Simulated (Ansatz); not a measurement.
Ansatz (a quantum-chemistry and plane-wave program) input file for Y(Cl)3 cation (Cl3Y), SMILES [Cl][Y]([Cl])[Cl] (connectivity only; charge and spin as stated), charge +1, multiplicity 2, PBE0/def2-SVPD. Geometry: PBE0-D3(BJ)/def2-SVP. A frequency run showed that this geometry is not a minimum. The spin state was assumed, not searched. The isomer is the one that the SMILES or the coordinates give; other isomers of the formula were not compared. The def2 effective core potentials stand for the cores of Y; spin–orbit coupling is left out.

Ansatz 0.2 input:
```yaml
crystal:
  periodic: [false, false, false]
  atoms:
    - {symbol: Y, position_ang: [-0.00000000, -0.00000000, -0.63570975]}
    - {symbol: Cl, position_ang: [1.87729017, 1.08385398, 0.48613098]}
    - {symbol: Cl, position_ang: [-0.00000000, -2.16770796, 0.48613098]}
    - {symbol: Cl, position_ang: [-1.87729016, 1.08385398, 0.48613098]}
basis:
  gaussian:
    orbitals: def2-SVPD
hamiltonian:
  xc: {name: PBE0}
total_charge: 1
magnetization: {spin_polarized: true, initial_magnetization: 1}
```

Output:

```
WARN ansatz: RAYON_NUM_THREADS=1 ignored (pool sized by the plan → 1); use --threads N
Functional definition: PBE0
integrals: 0.07 GiB planned
1046 factors; integrals over basis functions are off by at most 5.4e-4 eV
mean field: 0.89 GiB planned
mean field evaluation 1: about -38579.7460 eV, gradient 2.5e1 eV
mean field evaluation 2: about -38575.6488 eV, gradient 3.7e1 eV
mean field evaluation 4: about -38583.2466 eV, gradient 1.5e0 eV
mean field evaluation 8: about -38583.2846 eV, gradient 1.1e-1 eV
mean field evaluation 16: about -38583.2847 eV, gradient 4.3e-4 eV
mean field evaluation 32: about -38582.9968 eV, gradient 3.6e0 eV
mean field -38583.28465969 eV, -1417.9095585540 hartree, gradient 1.3e-5 eV, S^2 0.760714; 5 other end points of the search recorded, 0 dependent functions left out
reference -38583.28470771 eV, -1417.9095603187 hartree; 31, 30 occupied and 84, 85 virtual orbitals, 1046 factors
Total energy: -38583.28470771 eV, -1417.9095603187 hartree
```

Self-consistency was reached.
